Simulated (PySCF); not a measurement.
Ge(SiH3)2 (GeH6Si2), SMILES [SiH3][Ge][SiH3] (connectivity only; charge and spin as stated), neutral, multiplicity 1. Geometry: B3LYP-D3(BJ)/def2-SVP. The structure was generated by enumeration; whether it is a known compound was not checked.

Level of theory: B3LYP-D3(BJ)/def2-SVP run with PySCF.

Harmonic wavenumbers (cm⁻¹): 86, 99, 136, 273, 288, 353, 383, 467, 534, 840, 873, 915, 925, 951, 955, 2158, 2158, 2188, 2190, 2201, 2204. Rotational constants (GHz): 4.296, 2.480, 1.632; symmetry number 2.

Problem. Work out the zero-point energy and the ideal-gas rigid-rotor harmonic-oscillator thermochemistry at 298.15 K and 1 atm.

Solution. ZPE = ½ Σ hcν = ½ × 21177 cm⁻¹ = 30.27 kcal/mol. H − E(el) = 35.47 kcal/mol. Entropy in cal/(mol K): translation 40.61, rotation 25.94, vibration 17.48, total 84.02. G − E(el) = 10.42 kcal/mol. Cp = 25.74 cal/(mol K). Modes under 150 cm⁻¹ make the vibrational entropy uncertain.
